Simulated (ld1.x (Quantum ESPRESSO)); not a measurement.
**u(r) = r·R(r): atom against pseudo-atom (iridium)**

Columns: radius, all-electron u(r) and pseudo u(r) of the 5d shell (level -15.37 eV) of iridium in the configuration [Kr] 4d10 4f14 5s2 5p6 5d7 6s1 6p0; PBEsol, scalar-relativistic, RRKJ scheme, ld1.x (Quantum ESPRESSO) 7.5.

```
r (bohr)  all-electron  pseudo
   0.090        0.2495  0.0015
   0.180        0.0831  0.0114
   0.270       -0.2633  0.0368
   0.360       -0.3953  0.0822
   0.450       -0.3120  0.1490
   0.540       -0.1170  0.2350
   0.630        0.1081  0.3352
   0.720        0.3182  0.4424
   0.810        0.4936  0.5485
   0.900        0.6292  0.6457
   0.990        0.7267  0.7275
   1.080        0.7910  0.7896
   1.170        0.8282  0.8300
   1.260        0.8438  0.8493
   1.350        0.8428  0.8499
   1.440        0.8297  0.8359
   1.530        0.8078  0.8115
   1.620        0.7796  0.7811
   1.710        0.7474  0.7476
   1.800        0.7126  0.7126
   1.890        0.6764  0.6764
   1.980        0.6398  0.6398
   2.070        0.6033  0.6033
   2.160        0.5675  0.5675
   2.250        0.5327  0.5327
   2.340        0.4991  0.4991
```

Q: How many radial nodes do the two functions have?

A: The all-electron 5d function has n − l − 1 = 2; the pseudo-wave has 0, since the states of the same l below it are removed with the core.

Q: At about which radius was the pseudo-wave matched?

A: 1.80 bohr, where the columns begin to agree (steps of 0.09 bohr).

Q: Where does each function peak?

A: Outermost all-electron maximum near 1.26 bohr, pseudo maximum near 1.35 bohr (to the table’s step).

Q: Is the pseudo-wave norm-conserving?

A: Yes: the RRKJ scheme keeps the norm inside the radius equal to the all-electron one, which fixes the energy derivative of the logarithmic derivative at the level.
